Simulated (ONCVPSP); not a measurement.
Building the ONCV potential for Cu (Z = 29) (PBE, scalar-relativistic).

- Element: Cu (Z = 29)
- Generator: ONCVPSP 4.0.1
- Type: optimised norm-conserving Vanderbilt (ONCV)
- Functional: PBE
- Relativity: scalar-relativistic
- Frozen core: [Ne]
- Valence charge: 19
- Reference configuration: 3s2 3p6 3d10 4s0.5 4p0.5
- Partial waves: 3s+4s: rc 1.25 bohr, ncon 4, nbas 7, qcut 12.7 1/bohr, 2 projectors; 3p+4p: rc 1.50 bohr, ncon 4, nbas 7, qcut 10.2 1/bohr, 3 projectors, debl 0.6 Ha; 3d: rc 1.15 bohr, ncon 3, nbas 8, qcut 15.5 1/bohr, 3 projectors, debl 1 Ha
- Local potential: polynomial inside 0.80 bohr (lpopt 3, dvloc0 -1 Ha)
- Core correction: Teter function, fcfact 5.25, rcfact 1.3

All-electron outer shells of the reference configuration (PBE, scalar-relativistic, ld1.x):

```
shell  level (eV)  outermost node (bohr)  outermost maximum (bohr)
   2s    -1063.54                   0.07                      0.20
   2p     -918.05                      –                      0.16
   3s     -115.85                   0.29                      0.61
   3p      -73.30                   0.26                      0.62
   3d       -6.18                      –                      0.60
   4s       -5.42                   0.89                      2.24
   4p       -1.27                   0.97                      3.47
```

(1) Estimate the cutoffs (Ha) at which the residual kinetic energy of the hardest occupied pseudo-wave falls to 1 and 0.1 mHa per electron.

(2) Does the potential have ghost states?

(3) Which valence shell sets the plane-wave cutoff?

## Answers

(1) 83 Ha and 94 Ha.

(2) No bound ghost flagged; no localised positive-energy state flagged.

(3) 3d: 83 Ha for 1 mHa per electron, against 46 Ha for 3s.

Its largest configuration-test error is +1.0 meV (3s2 3p6 3d10 4s0 4p0). 1 of 4 tests not solved or not reliable.
